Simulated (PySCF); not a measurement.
Compound: 1-(3-methoxyphenyl)propan-1-ol, C10H14O2.
Numbering: `[CH3:1][CH2:2][C@@H:3]([OH:4])[c:5]1[cH:6][cH:7][cH:8][c:9]([O:10][CH3:11])[cH:12]1` (hydrogens: H13, H14, H15 on C1; H16, H17 on C2; H18 on C3; H19 on O4; H20 on C6; H21 on C7; H22 on C8; H23, H24, H25 on C11; H26 on C12)

Level of theory: PBE0-D3(BJ)/def2-SVP geometry optimisation, gas phase (PySCF).

(1) What internal coordinates does the optimisation give?

Results:

(1) 
| bond | length (Å) |
| --- | --- |
| C1–C2 | 1.519 |
| C2–C3 | 1.530 |
| C3–O4 | 1.410 |
| C3–C5 | 1.515 |
| C5–C6 | 1.396 |
| C6–C7 | 1.395 |
| C7–C8 | 1.388 |
| C8–C9 | 1.401 |
| C9–O10 | 1.348 |
| O10–C11 | 1.400 |
| C9–C12 | 1.399 |
| C5–C12 | 1.398 |
| C1–H13, C1–H14, C1–H15 | 1.101 |
| C2–H16 | 1.103 |
| C2–H17 | 1.106 |
| C3–H18 | 1.103 |
| O4–H19 | 0.963 |
| C6–H20 | 1.094 |
| C7–H21 | 1.093 |
| C8–H22 | 1.091 |
| C11–H23, C11–H24, C11–H25 | 1.102 |
| C12–H26 | 1.091 |

Bonds in one row agree within 0.01 Å and their mean is given. A selection of angles:
| angle | degrees |
| --- | --- |
| C1–C2–C3 | 112.8 |
| C2–C3–O4 | 111.7 |
| C2–C3–C5 | 111.8 |
| O4–C3–C5 | 112.1 |
| C3–C5–C6 | 120.4 |
| C3–C5–C12 | 120.2 |
| C6–C5–C12 | 119.4 |
| C5–C6–C7 | 120.1 |
| C6–C7–C8 | 120.6 |
| C7–C8–C9 | 119.8 |
| C8–C9–O10 | 116.1 |
| C8–C9–C12 | 119.6 |
| O10–C9–C12 | 124.3 |
| C9–O10–C11 | 119.0 |
| C5–C12–C9 | 120.5 |
| H19–O4–C3 | 107.9 |

Torsions: C1–C2–C3–O4 57° (synclinal); C2–C3–C5–C6 -69° (synclinal); C8–C9–O10–C11 179° (antiperiplanar); H19–O4–C3–C2 71° (synclinal).

The 9 C–C bonds span 1.388 Å (C7–C8, aromatic) to 1.530 Å (C2–C3, drawn single), a spread of 0.142 Å. The 6-membered ring C5–C6–C7–C8–C9–C12 has internal angles of 119.4° to 120.6° (sum 720°, against 720° for a flat polygon); it is planar, 0.00 Å rms from its mean plane, widest ring torsion 0°. The 3 C–O bonds span 1.348 Å (C9–O10, drawn single) to 1.410 Å (C3–O4, drawn single), a spread of 0.062 Å. Of the pairs four or more bonds apart, C11···H26 is among the closest relative to their van der Waals radii: 2.53 Å, 87 % of the sum of Bondi's values.

Point group: C1 (no symmetry element, even within 0.4 Å). PBE0-D3(BJ)/def2-SVP frequencies: not computed here. One conformer, not necessarily the lowest (C1–C2–C3–O4 57°, C2–C3–O4–H 71°, C2–C3–C5–C6 -69°, C8–C9–O10–C11 179°).
